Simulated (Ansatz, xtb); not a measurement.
# Ligand exchange: C2H3BrF2 + AgCl → C2H3ClF2 + AgBr

Species: C2H3BrF2 `FCC(F)Br`, singlet; AgCl, singlet; C2H3ClF2 `FCC(F)Cl`, singlet; AgBr (silver bromide), singlet. The partners trade Br for Cl: C–Br and Ag–Cl bonds give way to C–Cl and Ag–Br.

Shapes, held fixed at every level: PBE0-D4/def2-TZVP. Flexible molecules stand in one conformer, not always the lowest. Programs: Ansatz 0.2.0, xtb 6.7.1. Electronic energies: no zero-point or thermal term.

```tsv
level	kind	ΔE (kJ/mol)	less CCSD(T)/def2-TZVPP	CPU time (sum over the molecules)
GFN1-xTB	semi-empirical	+3.4	+37.2	0.11 s
HF/def2-TZVPP	Hartree–Fock	-43.8	-10.0	–
PBE-D4/def2-TZVPP	GGA	-34.3	-0.5	18 s
PBE0-D4/def2-TZVPP	global hybrid	-37.7	-3.9	20 s
wB97M-V/def2-TZVPP	range-separated hybrid	-36.5	-2.7	73 s
wB97X-V/def2-TZVPP	range-separated hybrid	-36.4	-2.6	52 s
B2PLYP/def2-TZVPP	double hybrid	-35.6	-1.8	37 s
CCSD(T)/def2-TZVPP	coupled cluster or CI	-33.8	0.0	11 min
```

The highest level, CCSD(T)/def2-TZVPP, gives ΔE = -33.8 kJ/mol; the levels span -43.8 to +3.4. They disagree on the sign: 1 of 8 are positive. The column of differences is taken from that level and isn't an error. No measured value is set beside it here. For atoms past krypton def2 sets carry core potentials with scalar relativity. Relativity is left out for Br. Outer-core shells of Ag, Br are correlated, in sets that cover them unevenly. Times are processor times on shared x86 and Arm servers, and rough.
